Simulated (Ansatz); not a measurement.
Saddle point of BSiH6ClO, closed shell (SiH₄O ([OH][SiH3]) + BH₂Cl ([BH2][Cl]) → BSiH₅O ([BH2][O][SiH3]) + HCl; bonds formed: Cl2–H5; dative contacts that become bonds: B1–O6; bonds broken: B1–Cl2, H5–O6), PBE0-D4/def2-TZVP structure:

B1  (-1.288, 0.321, -0.237)
Cl2  (-1.813, -1.793, -0.304)
H3  (-2.210, 0.798, 0.347)
H4  (-1.031, 0.614, -1.368)
H5  (-0.678, -1.241, 0.447)
O6  (-0.132, -0.053, 0.613)
Si7  (1.458, 0.272, 0.202)
H8  (2.291, -0.294, 1.286)
H9  (1.781, -0.365, -1.098)
H10  (1.622, 1.741, 0.112)
(Å)

Energies are electronic, without zero-point energy. Barriers and step energies count from the start structure reached by relaxing down the imaginary mode; all methods use the PBE0-D4 structures, on which another method's saddle can fall below an end. Computed with Ansatz 0.2.0 (basis: def2-TZVPP, with def2-QZVPP for the basis limit); correlated methods freeze the cores. B3LYP uses VWN-RPA correlation. Extrapolation: Hartree–Fock as exp(−7.88 √X), correlation as X^−2.97.

| method | barrier (kcal/mol) | step energy (kcal/mol) |
| --- | --- | --- |
| SPW92 | 13.50 | 5.47 |
| PBE-D4 | 14.82 | -0.30 |
| BLYP-D4 | 14.79 | -5.49 |
| r2SCAN-D4 | 16.30 | -0.66 |
| B97M-V | ? | -2.64 |
| PBE0-D4 | ? | 0.24 |
| B3LYP-D4 | 17.27 | -4.59 |
| r2SCAN0-D4 | 18.56 | -0.11 |
| BHLYP-D4 | 20.70 | -4.31 |
| CAM-B3LYP-D4 | 18.46 | -3.96 |
| wB97X-V | 19.64 | -1.61 |
| wB97M-V | 19.38 | -1.15 |
| B2PLYP | 17.89 | -4.51 |
| PBE-QIDH | 19.38 | 0.08 |
| RPA on PBE | 17.95 | -4.05 |
| HF | 25.15 | -9.98 |
| MP2 | ? | -1.44 |
| CCSD | 20.74 | -3.51 |
| CCSD(T) | 19.23 | -2.61 |

**Question.** Fill in the withheld barriers. (To be estimated.)

**Answer.** By the calculation: PBE0-D4 17.84; B97M-V 19.45; MP2 18.40 kcal/mol. Each is the energy of the saddle less that of the start structure, by the same method.

For comparison, the barrier by CCSD(T) at an estimated basis limit (MP2 extrapolated from triple and quadruple zeta, plus CCSD(T) − MP2 in triple zeta) is 19.48 kcal/mol.

T1 diagnostic: at most 0.012.

The step is the kind of ligand exchange by which a precursor binds to a hydroxyl group, or is hydrolysed, in atomic layer deposition of oxides.

Labels in which every atom is bracketed show which atoms are joined, not bond orders.

For scale, one of the runs: CCSD(T)/def2-TZVPP, 230 basis functions, launched by `ansatz run in.yaml --threads 4 --pin off --events-out ev --progress --plain --max-ram 9574MiB`. Time: 100 s of wall clock on 4 CPU threads of an Intel Xeon; the host was shared. Peak host memory: 3.8 GiB.
